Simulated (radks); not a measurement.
Polarisabilities and homonuclear dispersion coefficients (atomic units). Method: non-relativistic Kohn-Sham, LB94 model potential, spin-polarised, spherical densities, point nucleus; open shells are filled with parallel spins first; computed with a radial shooting solver on a logarithmic mesh with Libxc functionals. Response by self-consistent Sternheimer equations with the Hartree and adiabatic LDA kernel. "Uncoupled" leaves out the induced potential. Quadrupole and octupole values are given only where no p, d or f shell is open.

species,configuration,alpha1 (bohr^3),"alpha1, uncoupled",C6,recommended alpha1
Al,[Ne] 3s2 3p1,57.23,84.44,480.7,57.8 +/- 1
Si+,[Ne] 3s2 3p1,18.23,29.91,93.47,-
P2+,[Ne] 3s2 3p1,8.927,15.06,31.50,-
S3+,[Ne] 3s2 3p1,5.214,8.862,13.58,-
Cl4+,[Ne] 3s2 3p1,3.362,5.719,6.773,-
Ar5+,[Ne] 3s2 3p1,2.315,3.928,3.726,-
K6+,[Ne] 3s2 3p1,1.670,2.824,2.201,-
Ca7+,[Ne] 3s2 3p1,1.248,2.103,1.373,-
Sc8+,[Ne] 3s2 3p1,0.9590,1.611,0.8948,-

Recommended values: Schwerdtfeger and Nagle, table of static dipole polarisabilities (2023 update), measured or computed.
